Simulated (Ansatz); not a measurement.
One change: `C[O][Zr]([OH])([OH])[SH]` becomes `[OH][Zr]([OH])([SH])[SH]`.

Ansatz, PBE0-D4/def2-TZVP geometries, multiplicity 1. Each molecule was computed in one conformer, which needn't be the lowest.

Elements past krypton have def2 core potentials.

```json
{"property": "LUMO energy (PBE0/def2-TZVPP) / eV", "`C[O][Zr]([OH])([OH])[SH]`": "-0.32"}
{"property": "size of the dipole moment (PBE/def2-TZVPP) / D", "`C[O][Zr]([OH])([OH])[SH]`": "3.58"}
{"property": "HOMO energy (PBE0/def2-TZVPP) / eV", "`C[O][Zr]([OH])([OH])[SH]`": "-6.89"}
{"property": "HOMO–LUMO gap (PBE0/def2-TZVPP) / eV", "`C[O][Zr]([OH])([OH])[SH]`": "6.57"}
{"property": "HOMO energy (ωB97M-V/def2-TZVPP) / eV", "`C[O][Zr]([OH])([OH])[SH]`": "-9.05"}
{"property": "HOMO energy (PBE/def2-TZVPP) / eV", "`C[O][Zr]([OH])([OH])[SH]`": "-5.67"}
```

Question: Give the same properties after the change, and the shifts. (An estimate is asked.)

Answer: Ansatz gave: 
```json
{"property": "LUMO energy (PBE0/def2-TZVPP) / eV", "`[OH][Zr]([OH])([SH])[SH]`": "-1.13", "shift": "-0.81"}
{"property": "size of the dipole moment (PBE/def2-TZVPP) / D", "`[OH][Zr]([OH])([SH])[SH]`": "3.13", "shift": "-0.45"}
{"property": "HOMO energy (PBE0/def2-TZVPP) / eV", "`[OH][Zr]([OH])([SH])[SH]`": "-7.09", "shift": "-0.20"}
{"property": "HOMO–LUMO gap (PBE0/def2-TZVPP) / eV", "`[OH][Zr]([OH])([SH])[SH]`": "5.96", "shift": "-0.61"}
{"property": "HOMO energy (ωB97M-V/def2-TZVPP) / eV", "`[OH][Zr]([OH])([SH])[SH]`": "-9.20", "shift": "-0.15"}
{"property": "HOMO energy (PBE/def2-TZVPP) / eV", "`[OH][Zr]([OH])([SH])[SH]`": "-5.91", "shift": "-0.24"}
```

With PBE0 the HOMO falls by 0.20 eV and the LUMO falls by 0.81 eV, so the gap narrows by about 0.61 eV. PBE moves the HOMO by -0.24 eV and ωB97M-V by -0.15 eV. The zero-point energy changes by -84.2 kJ/mol with -9 modes. Dipoles are sizes alone; their direction can turn.
